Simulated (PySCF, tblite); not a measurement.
Breaking a bond: H₄OSi, SMILES [SiH3]O. The O2–H6 bond (O2 also carries Si; H6 carries nothing else) is stretched with both fragments frozen at the PBE0/def2-TZVP optimised geometry.

Computed with: GFN2-xTB, 300 K electronic temperature (tblite); RKS-B3LYP/6-31G* = restricted B3LYP/6-31G*, spherical d run with PySCF; RKS-M06-2X/6-31G* = PySCF with restricted M06-2X/6-31G*, spherical d.

Energies are in eV, each relative to the lowest point of its own curve near equilibrium.

| R / Å | GFN2-xTB | RKS-B3LYP/6-31G* | RKS-M06-2X/6-31G* |
|---|---|---|---|
| 0.77 | 1.370 | 1.614 | 1.615 |
| 0.81 | 0.736 | 0.916 | 0.914 |
| 0.86 | 0.267 | 0.370 | 0.366 |
| 0.91 | 0.049 | 0.090 | 0.087 |
| 0.92 | 0.028 | 0.059 | 0.056 |
| 0.96 | 0.000 | 0.000 | 0.000 |
| 0.98 | 0.014 | 0.004 | 0.006 |
| 1.01 | 0.064 | 0.044 | 0.049 |
| 1.06 | 0.203 | 0.181 | 0.195 |
| 1.11 | 0.391 | 0.383 | 0.408 |
| 1.19 | 0.752 | 0.789 | 0.837 |
| 1.30 | 1.303 | 1.425 | 1.512 |
| 1.42 | 1.920 | 2.134 | 2.274 |
| 1.60 | 2.786 | 3.123 | 3.359 |
| 1.73 | 3.331 | 3.754 | 4.066 |
| 1.92 | 3.984 | 4.539 | 4.970 |
| 2.13 | 4.524 | 5.231 | 5.789 |
| 2.33 | 4.893 | 5.745 | 6.412 |
| 2.61 | 5.236 | 6.279 | 7.077 |
| 2.85 | 5.416 | 6.609 | 7.502 |
| 3.34 | 5.594 | 7.044 | 8.088 |

At the longest distance, 3.34 Å, RKS-M06-2X/6-31G* lies highest above its minimum (8.088 eV) and GFN2-xTB lowest (5.594 eV).

The restricted form behind RKS-B3LYP/6-31G*, RKS-M06-2X/6-31G* keeps the bonding electrons paired and can't separate into open-shell fragments.
